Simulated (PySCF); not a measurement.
Al(Me)(H) (CH₄Al), SMILES [CH3][AlH+], charge +1.

Coordinates come from a PBE0-D3(BJ)/def2-TZVP optimisation. The multiplicity is an assumed one; other spin states were not compared. The isomer is the one that the SMILES or the coordinates give; other isomers of the formula were not compared.

Level of theory: TDA-B3LYP/def2-TZVPD (PySCF).

Vertical excitations; the highest root listed may be one member of a degenerate set. Isolated molecule, no solvent. State labels are in the subgroup Cs.

### Question
Estimate the UV-visible absorptions. (An estimate is asked for; the answer gives what the named calculation found.)

### Answer

```csv
state,symmetry,energy (eV),λ (nm),f,main pairs
S1,A',5.92,209,0.001,HOMO→LUMO (degenerate set)
S2,A",5.92,209,0.001,HOMO→LUMO+1 (degenerate set)
S3,A',7.63,162,0.322,HOMO→LUMO+2 72 %
S4,A",8.12,153,0.000,"HOMO−1→LUMO+1 50 %, HOMO−2→LUMO 50 %"
S5,A',8.19,151,0.000,"HOMO−1→LUMO, HOMO−2→LUMO+1 (degenerate set)"
S6,A",8.19,151,0.000,"HOMO−2→LUMO, HOMO−1→LUMO+1 (degenerate set)"
S7,A',8.55,145,0.009,HOMO−1→LUMO+2 (degenerate set)
S8,A",8.55,145,0.009,HOMO−2→LUMO+2 (degenerate set)
S9,A',8.93,139,0.580,"HOMO−2→LUMO+1 34 %, HOMO−1→LUMO 34 %, HOMO→LUMO+2 17 %, HOMO→LUMO+3 9 %"
S10,A",9.21,135,0.276,HOMO−3→LUMO+1 92 %
T1,A',5.46,227,0,HOMO→LUMO+2 98 %
T2,A',5.47,227,0,HOMO→LUMO (degenerate set)
T3,A",5.47,227,0,HOMO→LUMO+1 (degenerate set)
T4,A',7.54,164,0,HOMO−3→LUMO 95 %
```
Triplets are in the Tamm–Dancoff approximation.
